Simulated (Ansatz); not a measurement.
## Pulling the pair apart

The pair of HF (SMILES F, atoms 1–2) and AlF₃ (SMILES F[Al](F)F, atoms 3–6), both closed shells, in one local arrangement (a lower one may exist), relaxed at PBE0-D4/def2-TZVP:

```xyz
6
angstrom
F -0.0372 0.2911 -1.3642
H 0.4537 -0.4725 -1.6001
F 0.6783 1.4296 1.1109
Al -0.1197 0.0944 0.6009
F 0.7546 -1.3007 0.3900
F -1.7298 -0.0419 0.8626
```

AlF₃ is shifted rigidly along the line between the mean atom positions of the two fragments (negative: closer). Counterpoise interaction energies in kcal/mol. Ansatz 0.2.0; basis: def2-TZVPPD; cores frozen in the correlated methods.

```csv
shift (Å),r2SCAN-D4,PBE0-D4,HF
-0.20,-17.99,-16.12,-16.62
-0.10,-20.80,-19.00,-19.19
0.00,-21.45,-19.76,-19.68
0.10,-20.87,-19.29,-19.01
0.24,-19.00,-17.60,-17.14
0.49,-14.68,-13.66,-13.09
0.99,-8.07,-7.69,-7.35
1.98,-2.58,-2.66,-2.67
```

What does CCSD(T) give at these shifts? (To be estimated.)

Computed: -14.42, -17.64, -18.64, -18.34, -16.81, -13.03, -7.27, -2.51 kcal/mol. For zero shift, CCSD(T) at an estimated basis limit (MP2 extrapolated from triple and quadruple zeta, plus CCSD(T) − MP2 in triple zeta) gives -20.36 kcal/mol. These are counterpoise interaction energies, counted from the two frozen fragments.

The T1 diagnostic stays at or below 0.013.

For scale, one of the runs: CCSD(T)/def2-TZVPPD, 225 basis functions, launched by `ansatz run in.yaml --threads 4 --pin off --events-out ev --progress --plain --max-ram 9574MiB`. Time: 56 s of wall clock on 4 CPU threads of an Intel Xeon Platinum 8488C; the host was shared. Peak host memory: 3.9 GiB.
